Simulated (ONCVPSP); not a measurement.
## Configuration tests for cerium (ONCV)

```json
{
 "Element": "Ce",
 "Generator": "ONCVPSP 4.0.1",
 "Type": "optimised norm-conserving Vanderbilt (ONCV)",
 "Functional": "LDA (Perdew-Zunger)",
 "Relativity": "scalar-relativistic",
 "Frozen core": "[Kr] 4d10",
 "Valence charge": "12",
 "Reference configuration": "4f1 5s2 5p6 5d1 6s2",
 "Partial waves": "5s+6s: rc 2.30 bohr, ncon 4, nbas 8, qcut 3.9 1/bohr, 2 projectors; 5p: rc 2.25 bohr, ncon 3, nbas 7, qcut 5.6 1/bohr, 1 projector; 5d: rc 4.00 bohr, ncon 3, nbas 8, qcut 4.1 1/bohr, 2 projectors, debl 2 Ha; 4f: rc 1.55 bohr, ncon 4, nbas 8, qcut 10.5 1/bohr, 2 projectors, debl 2.3 Ha",
 "Local potential": "polynomial inside 1.40 bohr (lpopt 5, dvloc0 6 Ha)",
 "Core correction": "none"
}
```

Energies are relative to the spin-unpolarised reference configuration 4f1 5s2 5p6 5d1 6s2; without spin polarisation the order of configurations can differ from experiment.

| valence configuration | charge | ΔE all-electron (eV) | error AE − PS (meV) |
| --- | --- | --- | --- |
| 4f1 5s2 5p6 5d1 6s1 | +1 | 6.270 | -2.1 |
| 4f1 5s2 5p6 5d1 6s0 | +2 | 17.617 | -10 |
| 4f1 5s2 5p6 5d1 6s0 6p2 | 0 | 5.203 | +102 |

**Question.** What are ΔE and the potential's error for 4f1 5s2 5p6 5d0 6s0?

**Answer.** ΔE = 36.955 eV all-electron; the error (AE − PS) is +49 meV.

Levels in the configuration 4f1 5s2 5p6 5d1 6s0 6p2:

```
level  all-electron (eV)  pseudo (eV)
   4f             -7.798       -7.696
   5s            -42.913      -42.799
   5p            -25.448      -25.329
   5d             -4.926       -4.827
   6p             -2.362       -2.371
```

Note: no bound ghost flagged; GHOST(+) flagged for s at 80.0 eV.
